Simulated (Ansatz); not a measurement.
Cost and result for the atomization energy of CH2FGeN (6 atoms, 4 bonds).

```json
{"atom": "F1", "x (Å)": "-1.7051", "y (Å)": "0.1916", "z (Å)": "-1.1523"}
{"atom": "Ge2", "x (Å)": "-1.2054", "y (Å)": "-0.0258", "z (Å)": "0.5259"}
{"atom": "C3", "x (Å)": "1.2944", "y (Å)": "0.5099", "z (Å)": "0.0725"}
{"atom": "N4", "x (Å)": "1.2912", "y (Å)": "-0.6111", "z (Å)": "-0.2078"}
{"atom": "H5", "x (Å)": "-1.1161", "y (Å)": "-1.6147", "z (Å)": "0.4797"}
{"atom": "H6", "x (Å)": "1.4409", "y (Å)": "1.5502", "z (Å)": "0.2821"}
```

Charge 0, multiplicity 1. Correlated methods include outer-core shells of Ge, which these sets cover unevenly. Scalar relativity is left out up to krypton. The bonds changed during the relaxation, so this is another structure than the one it started from. The geometry is a stationary point of PBE0-D4/def2-TZVP. Program: Ansatz. All runs use 2 threads of an Arm Neoverse V2 on a shared host. Times are those of one run each, without the atoms' runs, and a repeat can differ threefold. Electronic energies, without spin–orbit coupling; frozen cores. CCSD(T)/CBS adds CCSD(T) − MP2 in def2-TZVPP to the MP2 limit, and its time is that of the two runs behind it. T1 = 0.014. With those shells the extrapolation isn't a true limit.

CCSD(T)/CBS is a level of theory with its own doubt, some kJ/mol a heavy atom from the limit and from the frozen cores, so smaller differences don't rank the functionals.

| level | functions | wall time | atomization (kJ/mol) | difference from CCSD(T)/CBS | per bond |
| --- | --- | --- | --- | --- | --- |
| LDA (SPW92)/def2-TZVPP | 169 | 0.9 s | 2508.1 | 371.0 | 92.8 |
| revPBE-D4/def2-TZVPP | 169 | 1.5 s | 2151.2 | 14.1 | 3.5 |
| PBE-D4/def2-TZVPP (with forces) | 169 | 1.9 s | 2221.1 | 84.0 | 21.0 |
| PBE0-D4/def2-TZVPP | 169 | 1.9 s | 2116.0 | -21.1 | -5.3 |
| CAM-B3LYP-D4/def2-TZVPP | 169 | 2.4 s | 2140.5 | 3.4 | 0.9 |
| CCSD(T)/def2-SVP | 84 | 3.3 s | 1973.1 | -164.0 | -41.0 |
| r2SCANh-D4/def2-TZVPP | 169 | 3.7 s | 2089.9 | -47.2 | -11.8 |
| PBE-QIDH/def2-TZVPP | 169 | 4.1 s | 2083.4 | -53.7 | -13.4 |
| ωB97X-V/def2-TZVPP | 169 | 6 s | 2138.2 | 1.1 | 0.3 |
| B97M-V/def2-TZVPP | 169 | 7 s | 2139.4 | 2.3 | 0.6 |
| MP2/def2-QZVPP | 320 | 13 s | 2176.2 | 39.1 | 9.8 |
| CCSD(T)/def2-TZVPP | 169 | 54 s | 2063.8 | -73.3 | -18.3 |
| CCSD(T)/CBS(def2) | – | 67 s | 2137.1 | 0.0 | 0.0 |

From BLYP to BHLYP (50 % exact exchange), in def2-TZVPP and without D4, the atomization energy moves by −169.2 kJ/mol: exact exchange takes away binding that semilocal exchange gives to molecules. At CCSD(T), def2-SVP lies −164.0 kJ/mol from the extrapolated value and def2-TZVPP −73.3 kJ/mol: correlation converges slowly with the basis, and small sets miss more of it in the bonded molecule than in its fragments. In def2-TZVPP, CCSD(T) changes the Hartree–Fock value by +708.0 kJ/mol (the triples alone add +56.2 kJ/mol) and MP2 by +776.5 kJ/mol; breaking electron pairs costs correlation energy, which Hartree–Fock lacks.
